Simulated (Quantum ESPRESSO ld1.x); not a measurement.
The numbers below are computed, except where a source is named.
Question: Species: Se II. Configuration: [Ar] 3d9 4s1 4p5 (not the ground configuration). Code: ld1.x of Quantum ESPRESSO 7.5. Model: Dirac Kohn-Sham, revPBE, spin-unpolarised, spherical densities, point nucleus; open shells are shared between the two j in proportion to 2j + 1. Some entries of the table are withheld. Estimate them.

orbital     occ.  eigenvalue (eV)  <r^2> (bohr^2)
1s1/2          2         -12528.5        0.002616
2s1/2          2         -1634.74             (1)
2p1/2          2              (2)         0.03486
2p3/2          4              (3)         0.03632
3s1/2          2         -238.145          0.3724
3p1/2          2              (4)          0.3878
3p3/2          4              (5)          0.4013
3d3/2        3.6         -77.6413             (6)
3d5/2        5.4         -76.6937             (7)
4s1/2          1         -30.3313           3.147
4p1/2    1.66667         -18.2145             (8)
4p3/2    3.33333         -17.6811             (9)

Answer: 
(1) 2s1/2 <r^2> (bohr^2): 0.04520
(2) 2p1/2 eigenvalue (eV): -1469.03
(3) 2p3/2 eigenvalue (eV): -1427.29
(4) 3p1/2 eigenvalue (eV): -181.382
(5) 3p3/2 eigenvalue (eV): -175.366
(6) 3d3/2 <r^2> (bohr^2): 0.4527
(7) 3d5/2 <r^2> (bohr^2): 0.4583
(8) 4p1/2 <r^2> (bohr^2): 4.396
(9) 4p3/2 <r^2> (bohr^2): 4.548
